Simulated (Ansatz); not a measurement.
Basis-set extrapolation for CH$_{6}$F$_{2}$O$_{2}$Si$_{2}$, SMILES `CO[SiH](F)O[SiH2]F` (PBE0-D4/def2-TZVP geometry, frozen core, Ansatz). Multiplicity 1, RHF reference.

```json
{"": "HF", "def2-TZVPP": "-968.331628", "def2-QZVPP": "-968.370696"}
{"": "MP2 correlation", "def2-TZVPP": "-1.370978", "def2-QZVPP": "-1.488720"}
{"": "CCSD(T) correlation", "def2-TZVPP": "-1.453160", "def2-QZVPP": "not run"}
```

Energies in hartree. Use E(X) = E(∞) + A·exp(−7.88·√X) for Hartree–Fock and E(X) = E(∞) + B·X^(−2.97) for correlation, with X = 3 and 4, and add CCSD(T) minus MP2 of the smaller set to the MP2 limit.

**Question.** What is the CCSD(T) energy at the basis-set limit?

**Answer.** HF limit: -968.370696 + (-0.039068) × 0.13774 = -968.37608. MP2 limit: -1.488720 + (-0.117742) × 0.74074 = -1.57594. Higher-order term: -1.453160 − (-1.370978) = -0.08218. Total: -970.03420 hartree, 156.5 kcal/mol below CCSD(T)/def2-TZVPP.
